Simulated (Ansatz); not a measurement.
One change: `C[SiH2][B](N)[AlH2]` becomes `C[SiH2]B(N)F`.

Ansatz, PBE0-D4/def2-TZVP geometries, multiplicity 1. Each molecule was computed in one conformer, which needn't be the lowest.

```
                                          property  `C[SiH2][B](N)[AlH2]`
size of the dipole moment (ωB97M-V/def2-TZVPP) / D                   2.26
                HOMO energy (PBE0/def2-TZVPP) / eV                  -6.51
               HOMO–LUMO gap (PBE/def2-TZVPP) / eV                   2.58
               LUMO energy (B3LYP/def2-TZVPP) / eV                  -2.25
                LUMO energy (PBE0/def2-TZVPP) / eV                  -2.07
              HOMO–LUMO gap (PBE0/def2-TZVPP) / eV                   4.44
```

**Question.** Give the same properties after the change, and the shifts. (Estimate.)

**Answer.** Computed: 
```csv
property,`C[SiH2]B(N)F`,shift
size of the dipole moment (ωB97M-V/def2-TZVPP) / D,1.98,-0.28
HOMO energy (PBE0/def2-TZVPP) / eV,-7.97,-1.46
HOMO–LUMO gap (PBE/def2-TZVPP) / eV,5.65,3.07
LUMO energy (B3LYP/def2-TZVPP) / eV,-0.31,1.94
LUMO energy (PBE0/def2-TZVPP) / eV,-0.10,1.97
HOMO–LUMO gap (PBE0/def2-TZVPP) / eV,7.87,3.43
```

With PBE0 the HOMO falls by 1.46 eV and the LUMO rises by 1.97 eV, so the gap widens by about 3.43 eV. PBE moves the HOMO by -1.20 eV and ωB97M-V by -1.60 eV. Dipoles are sizes alone; their direction can turn.

B3LYP here is the variant with VWN-RPA as its local correlation; programs differ in this.
